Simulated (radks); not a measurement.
Task: Species: Ta+. Configuration: [Xe] 4f14 5d3 6s1 (the NIST ground configuration). Method: scalar-relativistic Kohn-Sham, LDA (Slater exchange, Perdew-Wang correlation), spin-polarised, spherical densities, finite nucleus; open shells are filled with parallel spins first (spin-orbit coupling, left out, can overturn this in heavy ions); Fermi nuclear charge, rms radius 5.3507 fm; computed with a radial shooting solver on a logarithmic mesh with Libxc functionals. Some entries of the table are withheld. Estimate them.

orbital  occ.  eigenvalue (hartree)  r(max) (bohr)
1s up       1             -2473.098        0.01169
1s down     1             -2473.097        0.01169
2s up       1             -425.1923        0.06691
2s down     1             -425.1882        0.06691
2p up       3             -372.8985        0.05478
2p down     3             -372.8950        0.05477
3s up       1             -97.58560         0.1888
3s down     1             -97.58399         0.1888
3p up       3             -82.02486         0.1866
3p down     3             -82.02314         0.1866
3d up       5             -63.80325         0.1519
3d down     5             -63.80049         0.1519
4s up       1             -20.07798         0.4290
4s down     1             -20.07424         0.4290
4p up       3             -14.96884         0.4496
4p down     3             -14.96497         0.4497
4d up       5              -8.42022         0.4614
4d down     5              -8.41530         0.4614
5s up       1              -2.96746         0.9888
5s down     1              -2.92738         0.9862
5p up       3              -1.73943          1.126
5p down     3              -1.68515          1.121
4f up       7              -1.18093         0.4405
4f down     7              -1.16970         0.4403
6s up       1              -0.46213          2.636
5d up       3                   (1)            (2)
6s down     0              -0.38467          2.681
5d down     0                   (3)            (4)
6p up       0              -0.26523            (5)
6p down     0              -0.21151            (6)
7s up       0              -0.11891          6.535
7s down     0              -0.10677          7.055

Result: 
(1) 5d up eigenvalue (hartree): -0.42236
(2) 5d up r(max) (bohr): 1.586
(3) 5d down eigenvalue (hartree): -0.34281
(4) 5d down r(max) (bohr): 1.556
(5) 6p up r(max) (bohr): 3.373
(6) 6p down r(max) (bohr): 3.601
